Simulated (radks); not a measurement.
Coulomb parameter of the 3d shell of neutral cobalt in the model configuration [Ar] 3d6 4s2 4p1, as a second difference U = [E(n + 0.25) + E(n - 0.25) - 2 E(n)] / (0.25)^2 with all orbitals relaxed. "Bare": the charge of the atom changes with n. "Screened": the 4p shell takes up the change at fixed total charge, which measures U(3d,3d) + U(4p,4p) - 2 U(3d,4p). All-electron calculation, Dirac Kohn-Sham, LDA (Slater exchange, Perdew-Wang correlation), spin-unpolarised, spherical densities, finite nucleus; open shells are shared between the two j in proportion to 2j + 1; Fermi nuclear charge, rms radius 3.7875 fm. Program: a radial shooting solver on a logarithmic mesh with Libxc functionals.

case                     configuration  E - E(n) (eV)
start                 [Ar] 3d6 4s2 4p1          0.000
bare +0.25         [Ar] 3d6.25 4s2 4p1         -3.433
bare -0.25         [Ar] 3d5.75 4s2 4p1          4.299
screened +0.25  [Ar] 3d6.25 4s2 4p0.75         -2.979
screened -0.25  [Ar] 3d5.75 4s2 4p1.25          3.358

U(bare) = 13.856 eV, U(screened by 4p) = 6.075 eV, against the Slater integral F0(3d,3d) = 25.813 eV with frozen orbitals. The step up makes a negative ion, whose loosely bound charge lowers the bare value.
